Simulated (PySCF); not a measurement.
Computed IR spectrum (relative IR intensity) of a molecule C₃H₄O₂Si. Coordinates come from a PBE-D3(BJ)/def2-SVP optimisation. The values are those of a single conformer. These are PBE-D3(BJ)/def2-SVP (PySCF) values and carry that method's errors. Frequencies are harmonic and unscaled.

Lines under 2 % of the strongest are left out, and lines within 2 cm⁻¹ are merged.

```
ν (cm⁻¹)  relative intensity
--------  ------------------
221                      5.1
329                      3.2
427                       26
604                       45
632                       17
682                       15
697                       17
700                       23
746                      9.5
811                       85
894                       34
1118                      80
1286                     9.4
1759                     100
2085                      13
2190                      23
2194                      29
3390                      24
3539                      10
```

Task: Pick the molecule that these values belong to.
A) C=C1OC(=O)[SiH2]1
B) O=C1C=C[SiH2]O1
C) C#C[SiH]1OCO1
D) C#C[SiH2]C(=O)O

Result: D, C#C[SiH2]C(=O)O
